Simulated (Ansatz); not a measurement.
`[CH3][Al]([Cl])[BH]S` + H₂O → `[CH3][Al]([Cl])[BH]O` + H₂S  (formal hydrolysis of a B–S bond)

Program: Ansatz. Geometries: PBE0-D4/def2-TZVP. ΔE: electronic, gas phase. CCSD(T)/CBS is the MP2 limit (def2-TZVPP, def2-QZVPP) plus CCSD(T) − MP2 in def2-TZVPP, frozen cores. This one scheme is used for every species. DFT in def2-TZVPP. B3LYP here is the variant with VWN-RPA as its local correlation; programs differ in this. One conformer a species, not always the lowest.

CCSD(T)/CBS gives -0.23 eV.

**Question.** Another level gave -0.33 eV. Which?
A. HF/def2-TZVPP
B. ωB97X-V/def2-TZVPP
C. B3LYP/def2-TZVPP
D. r2SCAN/def2-TZVPP

**Answer.** B. ωB97X-V -0.33, r2SCAN -0.24, B3LYP -0.38, HF/def2-TZVPP -0.48 eV.

Largest T1 diagnostic among the species: 0.013.

In def2-TZVPP, CCSD(T) changes the Hartree–Fock value by +0.21 eV (the triples alone add +0.04 eV) and MP2 by +0.26 eV. The D4 term adds +0.07 eV with B3LYP and +0.04 eV with PBE0; it sums over pairs of atoms, weighted by their polarisabilities, and B3LYP, whose exchange is more repulsive, gets the larger term.
